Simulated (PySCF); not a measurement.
# Dipole moment and polarisability of (2-hydroxy-2-methylpropyl)methylphenylphosphine sulfide

Species: (2-hydroxy-2-methylpropyl)methylphenylphosphine sulfide, C11H17OPS.
Cartesian coordinates in Å at the PBE0-D3(BJ)/def2-SVP level; atoms count from 1:
```
atom  x, y, z in Å
C1    -3.646   -0.307    1.398
C2    -2.693   -0.043    0.239
C3    -2.212    1.408    0.265
O4    -3.427   -0.302   -0.930
C5    -1.517   -1.042    0.347
P6    -0.142   -0.832   -0.845
C7     0.789   -2.389   -0.715
S8    -0.705   -0.427   -2.689
C9     0.985    0.420   -0.136
C10    1.413    1.482   -0.936
C11    2.284    2.439   -0.418
C12    2.730    2.339    0.899
C13    2.308    1.277    1.700
C14    1.440    0.319    1.185
H15   -3.966   -1.359    1.400
H16   -4.543    0.318    1.274
H17   -3.180   -0.071    2.366
H18   -1.603    1.628    1.155
H19   -1.612    1.632   -0.629
H20   -3.085    2.077    0.259
H21   -2.814   -0.228   -1.684
H22   -1.078   -1.030    1.358
H23   -1.920   -2.051    0.165
H24    1.693   -2.297   -1.334
H25    1.071   -2.606    0.326
H26    0.164   -3.200   -1.114
H27    1.044    1.543   -1.964
H28    2.613    3.269   -1.047
H29    3.410    3.092    1.305
H30    2.657    1.196    2.732
H31    1.118   -0.509    1.824
```

Level: wB97X-D/def2-SVPD (PySCF), static field, nuclei fixed, core orbitals frozen in the response. The polarisability tensor in these axes (au):

```
x   180.58  22.63  10.64
y    22.63 170.65   3.70
z    10.64   3.70 177.88
```

Task: What are the eigenvalues, a third of the trace, and Δα (Δα² = ½Σ(αi − αj)² over the three pairs)?

Result: Principal values 151.84, 174.00 and 203.26 au; mean 176.37 au = 26.14 Å³ = 29.08 × 10⁻⁴⁰ C²·m²/J; Δα = 44.67 au (25 % of the mean).

Task: What is the dipole moment, and where does it point?

Result: (3.74, -0.15, 4.69) D, 6.00 D in size, pointing from the negative to the positive side. Measured along this direction, the outermost atoms are H21 at the negative end and H30 at the positive end.

Task: Form Σ f/ω² (atomic units) for the 10 lowest TDDFT singlets, given as eV and f, and set it beside the mean polarisability, which is this sum over all singlets: 5.22, 0.0022; 5.31, 0.0028; 5.42, 0.0117; 5.93, 0.0054; 5.98, 0.0307; 6.08, 0.0551; 6.14, 0.0506; 6.20, 0.0156; 6.83, 0.1509; 6.86, 0.3193.

Result: They add up to 10.98 au, 6.2 % of the 176.37 au; the largest single term is 5.02 au, from the state at 6.86 eV. Terms in order: 0.06, 0.07, 0.29, 0.11, 0.63, 1.10, 0.99, 0.30, 2.39, 5.02 au. Higher excitations give the rest. The strengths listed sum to 0.644.

Task: Estimate the molar refractivity from the static electronic polarisability.

Result: Lorentz–Lorenz: R = (4π/3)N_A α = 2.5225 cm³/(mol·Å³) × 26.14 Å³ = 65.9 cm³/mol, in the limit of long wavelengths.

Task: Find the Langevin capture rate constant for H3+ (3.023 u) meeting this molecule (228.074 u), k = 2.342 × 10⁻⁹ cm³/s × √(α in Å³ / reduced mass in u).

Result: The reduced mass is 2.98 u, so k = 6.93 × 10⁻⁹ cm³/s. The formula leaves out the permanent dipole, which adds to the capture rate.

Task: Traceless (Buckingham) quadrupole moment about the centre of nuclear charge: eigenvalues?

Result: -9.41, -5.02, 14.43 D·Å. The values depend on the origin, since the dipole doesn't vanish. The electronic extent ⟨r²⟩ about the same centre is 3580 bohr², a root-mean-square distance of 2.87 Å for the 122 electrons.

Task: Refractivity n − 1 of an ideal gas of it at 350 K and 1 atm, from the electronic α?

Result: N = p/kT = 2.0968 × 10¹⁹ cm⁻³, so n − 1 = 2π × N × 26.14 × 10⁻²⁴ cm³ = 3443 × 10⁻⁶ at long wavelengths, for an ideal gas.

Geometry: PBE0-D3(BJ)/def2-SVP, one conformer, isolated molecule.

The run behind these numbers computed excited states as well. On Arm Neoverse V1, one thread, no GPU (shared host), this took 7.6 min and 3.1 GiB of memory at its peak.
